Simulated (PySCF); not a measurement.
Species: C7H13 (doublet state).
Z-matrix (Å and degrees, GFN2-xTB geometry), rows numbered from 1:
```
C 
C   1  1.4788
C   2  1.4865  1  124.37
C   3  1.5316  2  103.76  1   164.93
C   4  1.5283  3  103.54  2    31.04
C   2  1.4918  1  124.21  3   178.42
C   6  1.5318  2  113.99  1    49.31
H   1  1.0949  2  111.62  3   119.00
H   1  1.0954  2  111.36  3  -122.14
H   1  1.0876  2  110.56  3    -1.43
H   3  1.0944  2  112.59  1    42.67
H   3  1.1006  2  111.11  1   -76.72
H   4  1.0893  3  112.92  2   153.01
H   4  1.0914  3  109.60  2   -86.02
H   5  1.0892  4  112.53  3  -159.74
H   5  1.0917  4  109.70  3    79.53
H   6  1.1035  2  110.14  1   -71.10
H   7  1.0880  6  110.35  2    54.77
H   7  1.0871  6  110.52  2   -65.43
H   7  1.0879  6  110.15  2   174.70
```

The hyperfine couplings belong to this conformer and change with its torsions.

The species is `C[C]1CCC[C@@H]1C` [radical].

Method used: PySCF 2.14.0, UKS B3LYP, pcH-1 on C H, non-relativistic, mean-field spin-orbit, GIAO. The structure is a single GFN2-xTB conformer in the gas phase; no vibrational or solvent corrections. GFN2-xTB frequencies show an imaginary mode (37i cm⁻¹), so this geometry is no minimum at that level. The geometry wasn't refined by DFT: couplings that depend on bond lengths, twists or pyramidal angles can differ widely from those at the functional's own minimum. Stability of the SCF solution: not tested.

Principal values of hyperfine tensors in MHz (contact and dipolar terms together), for some of the nuclei:

```
atom  isotope      A1      A2      A3
 H12       1H  133.30  134.67  147.14
 H17       1H  109.49  110.31  123.19
  H8       1H   99.56  100.29  113.00
  H9       1H   93.48   94.07  106.68
  C2      13C   10.89   11.55  251.53
  C7      13C   39.89   40.27   49.36
  C3      13C  -36.46  -34.59  -32.76
  C1      13C  -35.15  -33.70  -31.01
```

Split each tensor into its isotropic and traceless parts, and turn a_iso into mT with g = 2.0026.

a_iso is a third of the trace, T = A − a_iso, and a(mT) = a(MHz)/(g × 13.996).

```csv
atom,a_iso (MHz),a_iso (mT),T1,T2,T3
H12,138.37,4.937,-5.07,-3.70,8.77
H17,114.33,4.079,-4.84,-4.02,8.86
H8,104.28,3.721,-4.72,-4.00,8.72
H9,98.08,3.499,-4.59,-4.01,8.60
C2,91.32,3.258,-80.43,-79.77,160.20
C7,43.18,1.540,-3.28,-2.90,6.18
C3,-34.60,-1.235,-1.86,0.02,1.84
C1,-33.28,-1.188,-1.87,-0.41,2.28
```

What spin density at the nucleus of C2 lies behind its contact coupling (g_N = 1.40482)?

a_FC = 800.24 MHz bohr³ × g_N × ρ(0)/(2S). With a_FC = 91.32 MHz and 2S = 1, ρ(0) = 0.08124 bohr⁻³.

H11 (1H, g_N = 5.58569) isn't in the table. Its spin density at the nucleus is 0.01592 bohr⁻³. What is its contact coupling?

By the same relation, a_FC = 71.1 MHz. Its full tensor has the principal values 66.80, 67.29, 79.34 MHz.

Which nucleus of the table has the largest anisotropic coupling, and what is its form?

C2: -80.4, -79.8, 160.2 MHz, axial, in the ratio −1:−1:+2, the form that spin in one p orbital centred on that nucleus gives.

What first-order splitting does H8 cause when the field lies along A1, A2 or A3 of its tensor (g taken as isotropic, no quadrupole term)?

2 lines (I = 1/2), spaced by |A_i|/(g × 13.996): 3.55, 3.58, 4.03 mT along the axes of A1, A2 and A3.

Hardware: one thread, Intel Xeon at 2.50 GHz (x86_64), shared host with 64 logical CPUs at a one-minute load of 62. Cost: 2.8 min (grids of density and orbitals included), 1.0 GiB resident at most.
